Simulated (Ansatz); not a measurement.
Geometry optimisation, Ansatz 0.2.0, RKS r2SCAN/def2-SVP.

Input:

```yaml
crystal:
  periodic: [false, false, false]
  atoms:
    - { symbol: Ge, position_ang: [-0.091621, 0.133801, -0.966442] }
    - { symbol: O, position_ang: [1.251827, 0.196149, 1.656282] }
    - { symbol: H, position_ang: [0.714429, -0.52114, 2.020047] }
    - { symbol: H, position_ang: [1.812817, -0.264924, 0.98948] }
    - { symbol: H, position_ang: [-1.211776, 1.194615, -0.560605] }
    - { symbol: H, position_ang: [-0.902476, -1.019901, -0.212361] }
basis:
  gaussian: { orbitals: def2-SVP }
hamiltonian:
  xc: r2scan
relax:
  f_tol: 0.03
  max_steps: 50
```

Command:

```bash
$ ansatz run input.yaml --threads 1 --pin off --max-ram 2048MiB --backend cpu --events-out ev --progress --plain --runs-dir out
```

Question: Where does it end, and by what steps?

Answer: It converged. After 7 steps the energy has fallen by 0.463 eV; O2 moved furthest, 0.54 Å. Joined: Ge1–O2 (2.95 → 2.21 Å).

| step | energy less start (eV) | largest force component (eV/Å) | accepted |
| --- | --- | --- | --- |
| 0 | 0.0000 | 1.168 | yes |
| 1 | -0.1578 | 1.741 | yes |
| 2 | -0.2976 | 1.756 | yes |
| 3 | -0.4315 | 0.619 | yes |
| 4 | -0.4534 | 0.207 | yes |
| 5 | -0.4577 | 0.240 | yes |
| 6 | -0.4624 | 0.041 | yes |
| 7 | -0.4631 | 0.013 | yes |

```xyz
6
Properties=species:S:1:pos:R:3
Ge 0.017 0.135 -0.799
O 1.067 0.199 1.148
H 0.465 -0.174 1.809
H 1.822 -0.407 1.112
H -1.047 1.112 -0.131
H -0.751 -1.146 -0.212
```

Run time: 23 s on 1 thread of Arm Neoverse V1, with other jobs on the host, peak memory 0.12 GiB.
